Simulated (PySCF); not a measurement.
Excitations are Tamm–Dancoff values on a coarser integration grid. The basis has no diffuse functions, so Rydberg states are missing or too high.

Cartesian coordinates (Å):
SMILES: C(C)[Si](S)(S)CC
```xyz
19

C     -1.7586    -1.3928    -0.6104
C     -1.1851    -0.7871     0.6687
Si    -0.1996     0.7923     0.4081
S      0.7031     1.4714     2.2466
S     -1.6327     2.2184    -0.3462
C      1.2397     0.5702    -0.7804
C      2.2379    -0.5099    -0.3696
H     -2.3324    -2.3091    -0.4011
H     -0.9636    -1.6615    -1.3241
H     -2.4334    -0.6911    -1.1250
H     -1.9888    -0.5666     1.3924
H     -0.5130    -1.4997     1.1779
H     -0.4697     1.6163     2.9010
H     -0.7547     3.2436    -0.3977
H      0.8027     0.3502    -1.7700
H      1.7417     1.5475    -0.8872
H      3.0635    -0.5929    -1.0937
H      2.6827    -0.2985     0.6153
H      1.7602    -1.5005    -0.3046
```
Charge 0, spin multiplicity 1.

Give the total energy, T1 excitation (TDA), S1 excitation (TDA), brightest of the four lowest singlets (TDA) and S1 oscillator strength at the level PBE0-D4/def2-TZVP // PBE0-D4/def2-SVP (PySCF).


* **total energy**: -1245.1296 Ha
* **T1 excitation (TDA)**: 5.29 eV
* **S1 excitation (TDA)**: 5.73 eV
* **brightest of the four lowest singlets (TDA)**: 6.72 eV
* **S1 oscillator strength**: 0.002
